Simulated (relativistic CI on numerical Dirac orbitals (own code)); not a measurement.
## Ho2+: computed level list

Computed by Dirac-Coulomb-Breit CI, KLI orbitals optimised for each configuration, QED by a radiative potential, valence Slater integrals scaled by 0.75 (own radial code, finite nucleus).

Configurations in the expansion (outside the closed core [Xe]): 4f¹¹.

The lowest level is 4f¹¹ ⁴I°15/2, with 97 % of that term; Hund's rules for 4f¹¹ give ⁴I° with J = 15/2, in agreement.

```csv
No.,Configuration,Term,J,E (cm⁻¹),%,Next component (%),Lifetime (s)
1,4f¹¹,⁴I°,15/2,0.0,97,3 ²K°,
2,4f¹¹,⁴I°,13/2,5405.9,99,1 ²K°,1.75e-01
3,4f¹¹,⁴I°,11/2,8299.9,80,19 ²H°,9.11e-01
4,4f¹¹,⁴I°,9/2,10051.0,53,25 ²H°,6.20e+00
5,4f¹¹,⁴F°,9/2,13160.0,55,25 ⁴I°,5.06e-01
6,4f¹¹,²H°,11/2,15897.0,61,20 ⁴G°,7.35e-02
7,4f¹¹,⁴S°,3/2,16187.1,62,21 ²P°,
8,4f¹¹,⁴F°,7/2,17924.0,88,11 ²G°,2.27e-01
9,4f¹¹,⁴F°,5/2,19373.0,83,16 ²D°,4.06e+00
10,4f¹¹,⁴F°,3/2,19542.2,56,22 ²D°,1.03e+00
11,4f¹¹,⁴F°,9/2,20178.3,31,27 ²H°,8.34e-02
12,4f¹¹,²K°,15/2,22016.8,92,5 ²L°,8.21e-02
13,4f¹¹,⁴G°,11/2,22828.4,76,23 ²H°,1.56e-01
14,4f¹¹,²G°,7/2,23445.3,65,22 ⁴G°,3.96e-01
15,4f¹¹,⁴G°,9/2,24051.6,74,16 ²H°,9.43e-02
16,4f¹¹,²K°,13/2,26418.4,91,8 ²I°,1.59e-01
17,4f¹¹,²P°,3/2,26844.8,33,29 ⁴F°,7.83e-02
18,4f¹¹,²P°,1/2,28041.6,94,6 ⁴D°,1.53e-01
19,4f¹¹,⁴G°,7/2,29154.0,73,24 ²G°,1.37e-01
20,4f¹¹,⁴G°,5/2,29254.2,65,26 ²D°,2.22e-01
21,4f¹¹,²D°,5/2,29770.2,56,26 ⁴G°,6.91e-02
22,4f¹¹,²G°,9/2,29927.0,36,34 ²H°,5.32e-02
23,4f¹¹,²D°,5/2,33689.7,50,46 ⁴D°,2.56e-01
24,4f¹¹,²I°,11/2,34113.8,70,28 ²H°,
25,4f¹¹,²L°,17/2,34225.2,100,,
26,4f¹¹,⁴D°,7/2,35315.5,93,6 ²F°,
27,4f¹¹,²D°,3/2,35675.6,47,41 ²P°,
28,4f¹¹,²I°,13/2,35953.6,92,8 ²K°,
29,4f¹¹,⁴D°,3/2,37774.2,70,26 ²D°,
30,4f¹¹,²L°,15/2,39328.4,95,5 ²K°,
31,4f¹¹,²H°,9/2,40404.7,96,3 ²G°,
32,4f¹¹,⁴D°,1/2,41738.0,94,6 ²P°,
33,4f¹¹,⁴D°,5/2,42689.2,46,38 ²D°,
34,4f¹¹,²H°,11/2,42740.0,69,29 ²I°,
35,4f¹¹,²F°,7/2,46423.4,88,6 ⁴D°,
36,4f¹¹,²D°,3/2,47830.3,71,25 ⁴D°,
37,4f¹¹,²F°,5/2,53842.6,79,14 ²D°,
38,4f¹¹,²G°,7/2,56599.5,97,3 ²F°,
39,4f¹¹,²G°,9/2,59962.4,97,3 ²H°,
40,4f¹¹,²F°,5/2,78984.7,100,,
41,4f¹¹,²F°,7/2,83076.5,98,2 ²G°,
```

Energies count from the lowest computed level; ° marks odd parity; lifetimes are radiative, by E1, M1, E2, M2 decay to levels of this space only; some are left blank where a channel outside the calculation adds to the decay or the decay crosses a small, uncertain gap.

The mean weight of the leading LS term, summed over parents, in these 41 levels is 75 %, and that of the leading jj configuration (from the same eigenvectors) 68 %.

One configuration and one scale for all Slater integrals: terms of lower spin can come out thousands of cm⁻¹ low, and their order can be wrong. 6 of the 67 excited levels that our extract of the measured tables holds in this range could be paired (the sources list more); they are missed by 267 cm⁻¹ on average and 994 at most, and levels without a partner can miss by more. Some levels of the ground configuration have no partner and can miss by 10 % or more.

LS names give the leading component of a level, which can be under half, so a name can repeat, a term be missing and a line seem to break the LS rules.
